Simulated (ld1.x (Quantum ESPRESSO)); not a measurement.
## K (Z = 19): excitation energies, all-electron against TM

K, norm-conserving Troullier–Martins (Kleinman–Bylander form), made with ld1.x (Quantum ESPRESSO) 7.5 (LDA (PZ), non-relativistic). Core [Ar], reference 3d0 4s0 4p1. Waves: 4s (bound, empty): rc 2.70 bohr; 4p (bound): rc 3.50 bohr; 4f channel at -0.1 Ry: rc 4.25 bohr; 3d (bound, empty): rc 4.20 bohr. Local part: the d channel. Core correction: Bessel-smoothed model core, default radius (core density twice the valence density).

Energies are relative to the spin-unpolarised reference configuration 3d0 4s0 4p1; without spin polarisation the order of configurations can differ from experiment. Spin-polarised rows fill each open shell by Hund’s rule, majority spin first.

Task: Give the all-electron excitation energy and the error of the potential for: 3d0 4s1 4p0; 3d0 4s0.5 4p0; 3d1 4s0 4p0; 3d0.5 4s0.5 4p0; 3d0 4s0 4p1 (spin-polarised); 3d0 4s1 4p0 (spin-polarised).

Result:

```tsv
valence configuration	charge	ΔE all-electron (eV)	error AE − PS (meV)
3d0 4s1 4p0	0	-1.611	-9.6
3d0 4s0.5 4p0	+0.5	0.091	-1.5
3d1 4s0 4p0	0	0.874	+2.9
3d0.5 4s0.5 4p0	0	-0.373	-2.9
3d0 4s0 4p1 (spin-polarised)	0	-0.101	0.0
3d0 4s1 4p0 (spin-polarised)	0	-1.751	-11
```

Levels in the configuration 3d0.5 4s0.5 4p0:

| level | all-electron (eV) | pseudo (eV) |
| --- | --- | --- |
| 3d | -0.416 | -0.419 |
| 4s | -2.914 | -2.908 |

Note: ghost state, extra bound levels that the all-electron valence spectrum of the same l lacks: s at -6.9 eV. A true bound ghost makes a file unfit for plane-wave use.
